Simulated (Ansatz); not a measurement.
Ansatz (a first-principles code) input (B3LYP/6-31G* with LANL2DZ past Ar): The .json file joins the Basis Set Exchange's 6-31G* for atoms up to Ar and LANL2DZ past it.

Ansatz 0.2 input:
```yaml
crystal:
  periodic: [false, false, false]
  atoms:
    - {symbol: Pb, position_ang: [0.00287726, 0.00331022, 0.46954697]}
    - {symbol: Cl, position_ang: [1.23637282, 1.42415907, -1.15015183]}
    - {symbol: Cl, position_ang: [-1.25025137, -1.44012601, -1.11472177]}
basis:
  gaussian:
    orbitals: 6-31Gs+LANL2DZ.json
hamiltonian:
  xc: {name: B3LYP}
relax: {f_tol: 0.003, max_steps: 120}
```

Output:

```
Functional definition: B3LYP
integrals: 0.01 GiB planned
507 factors; integrals over basis functions are off by at most 1.2e-4 eV
mean field: 0.12 GiB planned
mean field evaluation 1: about -25140.1569 eV, gradient 2.5e1 eV
mean field evaluation 2: about -25132.7015 eV, gradient 5.3e1 eV
mean field evaluation 4: about -25142.5647 eV, gradient 7.6e-1 eV
mean field evaluation 8: about -25142.5665 eV, gradient 2.7e-3 eV
mean field -25142.56649533 eV, -923.9722764597 hartree, gradient 5.7e-6 eV, S^2 0.000000; 0 other end points of the search recorded, 0 dependent functions left out
the calculation of the forces begins
reference -25142.56671324 eV, -923.9722844679 hartree; 19, 19 occupied and 27, 27 virtual orbitals, 507 factors
relax step   1: F+E_penalty+E_count = -25142.56649533 eV  Δ(F+E_penalty+E_count) = +0.000e0 eV  max|allowed force component| = 2.972e-1 eV/Å  Δτ_max = 0.0000 Å  (25 SCF iters, accepted)
these checks for a lower state are left out or cut short: starts, cluster_reference, orbital_swaps, neighbouring_geometries, increment
integrals: 0.01 GiB planned
507 factors; integrals over basis functions are off by at most 1.3e-4 eV
mean field: 0.12 GiB planned
mean field evaluation 16: about -25142.5641 eV, gradient 1.6e0 eV
mean field -25142.56954601 eV, -923.9723885700 hartree, gradient 8.3e-5 eV, S^2 0.000000; 0 other end points of the search recorded, 0 dependent functions left out
the calculation of the forces begins
reference -25142.56976314 eV, -923.9723965496 hartree; 19, 19 occupied and 27, 27 virtual orbitals, 507 factors
relax step   2: F+E_penalty+E_count = -25142.56954601 eV  Δ(F+E_penalty+E_count) = -3.051e-3 eV  max|allowed force component| = 1.688e-1 eV/Å  Δτ_max = 0.0316 Å  (22 SCF iters, accepted)
these checks for a lower state are left out or cut short: starts, cluster_reference, orbital_swaps, neighbouring_geometries, increment
integrals: 0.01 GiB planned
507 factors; integrals over basis functions are off by at most 1.3e-4 eV
mean field: 0.12 GiB planned
mean field -25142.57096035 eV, -923.9724405461 hartree, gradient 8.2e-5 eV, S^2 0.000000; 0 other end points of the search recorded, 0 dependent functions left out
the calculation of the forces begins
reference -25142.57117768 eV, -923.9724485329 hartree; 19, 19 occupied and 27, 27 virtual orbitals, 507 factors
relax step   3: F+E_penalty+E_count = -25142.57096035 eV  Δ(F+E_penalty+E_count) = -1.414e-3 eV  max|allowed force component| = 1.942e-3 eV/Å  Δτ_max = 0.0131 Å  (24 SCF iters, accepted)
integrals: 0.01 GiB planned
507 factors; integrals over basis functions are off by at most 1.3e-4 eV
mean field: 0.12 GiB planned
mean field evaluation 32: about -25142.5651 eV, gradient 1.3e0 eV
mean field -25142.57096035 eV, -923.9724405461 hartree, gradient 8.2e-5 eV, S^2 0.000000; 1 other end points of the search recorded, 0 dependent functions left out
the calculation of the forces begins
reference -25142.57117768 eV, -923.9724485329 hartree; 19, 19 occupied and 27, 27 virtual orbitals, 507 factors
Total energy: -25142.57117768 eV, -923.9724485329 hartree
Atom 0 at     0.002764     0.003179     0.450991 Å, force    -0.000005    -0.000006    -0.000858 eV/Å
Atom 1 at     1.235121     1.422717    -1.140855 Å, force    -0.001681    -0.001936     0.000453 eV/Å
Atom 2 at    -1.248886    -1.438553    -1.105463 Å, force     0.001686     0.001942     0.000405 eV/Å
Dipole moment:     0.006300     0.007248     1.028063 e Å
```

The geometry given is a B3LYP-D3(BJ)/def2-TZVP minimum.
